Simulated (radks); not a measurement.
Neutral rhodium inside a hard spherical wall (all orbitals vanish at R), configuration held at [Kr] 4d8 5s1 and not refilled when levels cross. Calculated with a radial shooting solver on a logarithmic mesh with Libxc functionals: scalar-relativistic Kohn-Sham, LDA (Slater exchange, Perdew-Wang correlation), spin-polarised, spherical densities, finite nucleus; open shells are filled with parallel spins first (spin-orbit coupling, left out, can overturn this in heavy ions); Fermi nuclear charge, rms radius 4.4945 fm. Eigenvalues in eV for spin up, with the zero of energy where the potential of the charges vanishes at infinity; a dash marks a level that is unbound or too diffuse for the functional's potential to be trusted. A positive occupied level is held by the wall or, in an anion where self-interaction has pushed it up, behind a barrier. The pressure on the wall is -dE/dV.

| R (bohr) | E (hartree) | kinetic (hartree) | e(4s) | e(4p) | e(4d) | e(5s) | e(5p, empty) | e(6s, empty) | pressure (GPa) |
|---|---|---|---|---|---|---|---|---|---|
| free | -4779.45126 | 4948.293 | -83.012 | -51.023 | -6.670 | -4.979 | -1.184 | -0.007 | 0 |
| 15 | -4779.45126 | 4948.293 | -83.012 | -51.023 | -6.670 | -4.979 | -1.179 | 0.441 | < 0.0001 |
| 12 | -4779.45124 | 4948.293 | -83.010 | -51.021 | -6.668 | -4.977 | -1.149 | 1.000 | 0.000400 |
| 10 | -4779.45104 | 4948.295 | -82.993 | -51.004 | -6.652 | -4.961 | -1.053 | 1.965 | 0.00627 |
| 8 | -4779.44886 | 4948.313 | -82.874 | -50.886 | -6.542 | -4.839 | -0.669 | 4.448 | 0.104 |
| 7 | -4779.44343 | 4948.350 | -82.665 | -50.678 | -6.350 | -4.606 | -0.137 | 7.151 | 0.443 |
| 6 | -4779.42534 | 4948.456 | -82.150 | -50.171 | -5.885 | -3.991 | 1.017 | 12.167 | 2.05 |
| 5 | -4779.36127 | 4948.780 | -80.860 | -48.912 | -4.732 | -2.306 | 3.718 | 22.312 | 10.8 |
| 2.5 | -4775.43475 | 4963.991 | -56.898 | -25.677 | 20.424 | 50.087 | 68.439 | 190.55 | 2950 |
